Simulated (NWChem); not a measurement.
Two isomers of C2H4BFO2, each optimised at PBE0/def2-SVP with NWChem. Flexible species stand in one conformer each, which need not be the lowest. 

A: O1B(OCC1)F
B: CB(F)C(=O)O

Problem. Which is lower in energy, by how much, and how do their other properties compare?

Solution. A is lower by 43.7 kcal/mol in electronic energy; with zero-point energies, B − A = 40.0 kcal/mol.
```json
[
 {"": "highest occupied level (eV)", "A": "-8.26", "B": "-7.82"},
 {"": "orbital gap (eV)", "A": "9.63", "B": "6.74"},
 {"": "dipole (D)", "A": "3.29", "B": "1.36"},
 {"": "highest harmonic frequency (cm⁻¹)", "A": "3140", "B": "3749"},
 {"": "zero-point energy (kcal/mol)", "A": "46.3", "B": "42.6"}
]
```
